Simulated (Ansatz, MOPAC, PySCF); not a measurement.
C4H9Cl3Sn, SMILES `[C](C)([Sn]([Cl])([Cl])[Cl])(C)C`, neutral singlet in the gas phase. In the def2 sets core potentials replace the inner electrons of Sn.

Cartesian coordinates (Å):
```xyz
17

C     -0.7360    -0.0731     1.4517
C     -0.2614    -0.1249     0.0059
C     -0.0719    -1.5530    -0.4869
C     -1.1520     0.6906    -0.9217
Sn     1.7009     0.8119    -0.0373
Cl     2.6071     0.8260    -2.2004
Cl     3.2278    -0.3094     1.3453
Cl     1.6140     3.0395     0.6911
H     -0.8247     0.9610     1.8193
H     -1.7348    -0.5397     1.5247
H     -0.0620    -0.6235     2.1263
H     -1.0470    -2.0726    -0.4832
H      0.3180    -1.5852    -1.5161
H      0.6116    -2.1246     0.1599
H     -2.1656     0.2512    -0.9335
H     -1.2466     1.7356    -0.5882
H     -0.7777     0.6905    -1.9571
```
Charge 0, spin multiplicity 1.

All levels are single points at this geometry (PBE0-D3(BJ)/def2-SVP); Pople sets use spherical d functions. Orbital energies aren't observables, and empty levels follow the basis.

CAM-B3LYP-D3(BJ)/def2-TZVP in Ansatz (an electronic-structure program) gives gap (eV) = 8.21.

Problem. Estimate the gap (eV) from each of these levels: B3LYP-D3(BJ)/def2-TZVP in Ansatz; PBE-D3(BJ)/def2-TZVP in Ansatz; PBE/6-31G* (LANL2DZ on Sn) in PySCF; HF/6-31G* (LANL2DZ on Sn) in PySCF; PM7 in MOPAC.

Solution. 
```json
[
 {"level": "B3LYP-D3(BJ)/def2-TZVP in Ansatz", "gap (eV)": "5.51"},
 {"level": "PBE-D3(BJ)/def2-TZVP in Ansatz", "gap (eV)": "4.00"},
 {"level": "PBE/6-31G* (LANL2DZ on Sn) in PySCF", "gap (eV)": "4.07"},
 {"level": "HF/6-31G* (LANL2DZ on Sn) in PySCF", "gap (eV)": "12.10"},
 {"level": "PM7 in MOPAC", "gap (eV)": "8.85"}
]
```
